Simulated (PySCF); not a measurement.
PBE0 on Si⁻ (silicon, charge -1), [Ne] 3s2 3p3, high-spin 4S determinant. All numbers are calculated (PySCF 2.14, the spin-free X2C one-electron Hamiltonian (Gaussian nucleus), in dyall-av3z).

```
cycle= 1 E= -289.922049099442  delta_E= -0.00537  |g|= 0.0107  |ddm|= 0.112
cycle= 2 E= -289.922113346816  delta_E= -6.42e-05  |g|= 0.00569  |ddm|= 0.0387
cycle= 3 E= -289.922149721541  delta_E= -3.64e-05  |g|= 0.00259  |ddm|= 0.0142
cycle= 4 E= -289.922153330512  delta_E= -3.61e-06  |g|= 0.000248  |ddm|= 0.00344
cycle= 5 E= -289.922153382279  delta_E= -5.18e-08  |g|= 3.91e-05  |ddm|= 0.00088
cycle= 6 E= -289.92215338468  delta_E= -2.4e-09  |g|= 2.33e-06  |ddm|= 0.000203
cycle= 7 E= -289.922153384687  delta_E= -6.42e-12  |g|= 3.19e-07  |ddm|= 8.28e-06
converged SCF energy = -289.922153384687  <S^2> = 3.7503002  2S+1 = 4.0001501
```

Highest occupied orbital energy: 0.368 eV; ⟨L²⟩ = 0.00; populations by l: s 6.00, p 9.00, d 0.00, f 0.00.

**Question.** Can this result be used?

**Answer.** With care. Self-consistency was reached. At PBE0 the highest occupied level has a positive energy, so only the finite basis holds that electron; in a semilocal or global hybrid functional this comes from self-interaction and does not mean that the real anion is unbound.
